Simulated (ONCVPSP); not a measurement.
**Transferability test, ONCV potential for zirconium**

- Element: Zr
- Generator: ONCVPSP 4.0.1
- Type: optimised norm-conserving Vanderbilt (ONCV)
- Functional: PBE
- Relativity: scalar-relativistic
- Frozen core: [Ar] 3d10
- Valence charge: 12
- Reference configuration: 4s2 4p6 4d2 5s2
- Partial waves: 4s+5s: rc 2.30 bohr, ncon 4, nbas 7, qcut 6.8 1/bohr, 2 projectors; 4p: rc 2.15 bohr, ncon 4, nbas 8, qcut 5.9 1/bohr, 2 projectors, debl 1.5 Ha; 4d: rc 1.75 bohr, ncon 5, nbas 9, qcut 5.2 1/bohr, local
- Local potential: the d channel
- Core correction: none

Energies are relative to the spin-unpolarised reference configuration 4s2 4p6 4d2 5s2; without spin polarisation the order of configurations can differ from experiment.

```
valence configuration  charge  ΔE all-electron (eV)  error AE − PS (meV)
      4s2 4p6 4d2 5s1      +1                 7.137                 -1.7
      4s2 4p6 4d1 5s0      +3                42.704                 +1.7
  4s2 4p6 4d2 5s0 5p2       0                 6.214                 -1.7
```

What are ΔE and the potential's error for 4s2 4p6 4d2 5s0?

ΔE = 20.078 eV all-electron; the error (AE − PS) is -6.6 meV.

Levels in the configuration 4s2 4p6 4d2 5s0 5p2:

```csv
level,all-electron (eV),pseudo (eV)
4s,-56.894,-56.913
4p,-34.836,-34.844
4d,-5.606,-5.602
5p,-2.535,-2.536
```
